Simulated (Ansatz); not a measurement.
Start from `[OH][SnH]([Br])[Br]` and change one atom or group to get `[CH3][SnH]([OH])[Br]`.

Ansatz, PBE0-D4/def2-TZVP geometries, multiplicity 1. Each molecule was computed in one conformer, which needn't be the lowest.

Elements past krypton have def2 core potentials. Scalar relativity is left out up to krypton.

```csv
property,`[OH][SnH]([Br])[Br]`
HOMO–LUMO gap (B3LYP/def2-TZVPP) / eV,5.92
HOMO–LUMO gap (ωB97M-V/def2-TZVPP) / eV,10.66
size of the dipole moment (PBE/def2-TZVPP) / D,0.58
HOMO energy (PBE/def2-TZVPP) / eV,-7.29
HOMO–LUMO gap (PBE0/def2-TZVPP) / eV,6.51
HOMO energy (B3LYP/def2-TZVPP) / eV,-8.33
```

(1) What does the change do to each property? (Estimate.)

Results:

(1) Computed: 
| property | `[CH3][SnH]([OH])[Br]` | shift |
| --- | --- | --- |
| HOMO–LUMO gap (B3LYP/def2-TZVPP) / eV | 6.75 | 0.83 |
| HOMO–LUMO gap (ωB97M-V/def2-TZVPP) / eV | 11.40 | 0.74 |
| size of the dipole moment (PBE/def2-TZVPP) / D | 1.99 | 1.41 |
| HOMO energy (PBE/def2-TZVPP) / eV | -6.81 | 0.48 |
| HOMO–LUMO gap (PBE0/def2-TZVPP) / eV | 7.32 | 0.81 |
| HOMO energy (B3LYP/def2-TZVPP) / eV | -7.85 | 0.48 |

With PBE0 the HOMO rises by 0.51 eV and the LUMO rises by 1.32 eV, so the gap widens by about 0.81 eV. PBE moves the HOMO by 0.48 eV and ωB97M-V by 0.51 eV. The zero-point energy changes by 92.3 kJ/mol with +9 modes. Dipoles are sizes alone; their direction can turn.

B3LYP here is the variant with VWN-RPA as its local correlation; programs differ in this.

Spin–orbit coupling is left out; it splits and shifts lone-pair levels of the heavy atoms by tenths of an eV.
